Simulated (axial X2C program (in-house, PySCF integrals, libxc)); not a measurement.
**Low determinants of CuB⁻ at the PBE0 level, with spin–orbit coupling**

All values were computed with an in-house relativistic program for diatomic molecules. Two-component (2c) means X2C with spin–orbit coupling and atomic mean-field two-electron Coulomb and Gaunt terms. Basis: Cu dyall-acv3z [10s10p7d4f2g], B dyall-av3z [8s7p3d2f] (cores contracted in-house); Gaussian nuclei, density fitting, unrestricted open shells. Masses: Cu 62.930 u, B 11.009 u.

Search at 1.912 Å (vertical energies from the lowest determinant):

| ΔE (eV) | state | electrons beyond evenly filled partner blocks | electrons in ±ω = 1/2, 3/2, 5/2, 7/2 |
| --- | --- | --- | --- |
| 0.00 | Ω = 1/2 | ω = 1/2 | 25 8 2 0 |
| 0.02 | Ω = 3/2 | ω = 3/2 | 24 9 2 0 |
| 0.91 | Ω = 5/2 | 2 × ω = 1/2, ω = 3/2 | 24 9 2 0 |
| 1.03 | Ω = 1/2 | 2 × ω = -1/2, ω = 3/2 | 24 9 2 0 |
| 1.26 | Ω = 3/2 | 3 × ω = 1/2 | 25 8 2 0 |
| 2.96 | Ω = 7/2 | ω = -1/2, ω = 3/2, ω = 5/2 | 25 9 1 0 |
| 3.02 | Ω = 3/2 | ω = 1/2, ω = -3/2, ω = 5/2 | 25 9 1 0 |

Lowest determinant, Ω = 1/2 (⟨Sz⟩ = -0.50, ⟨Lz⟩ = 1.00 at PBE0): Re = 1.909 Å, ωe = 506.4 cm⁻¹.

The determinant in row 2 of the search, Ω = 3/2 (⟨Sz⟩ = 0.50, ⟨Lz⟩ = 1.00 at PBE0), was followed along the bond at PBE0; measured from the minimum of the lowest determinant it gives:

Te = 0.016 eV (133 cm⁻¹), Re = 1.912 Å, ωe = 503.3 cm⁻¹.

(1) Compare the bond of the determinant in row 2 with that of the lowest one.

The search compares states at one distance, so a state with another bond length can lie lower; it is not exhaustive and yields mostly the lowest determinant of each block pattern, so other components and higher states of one pattern are missing. These are energies of single determinants, not of spin-adapted states; PBE0 term energies can be off by some tenths of an eV, and the functional has no current term. For an anion, determinants above electron detachment are held by the basis set. The highest occupied level of some functionals is positive through self-interaction error; at Hartree–Fock it is bound. Row 1 has a positive highest level at its minimum. Row 2 has a positive highest level at its minimum.

Results:

(1) At PBE0 its Re is 0.003 Å longer and its force constant, which goes as ωe², is 0.99 times that of the lowest determinant. T0 ≈ Te + Δωe/2 = 133 + (-2) = 131 cm⁻¹.
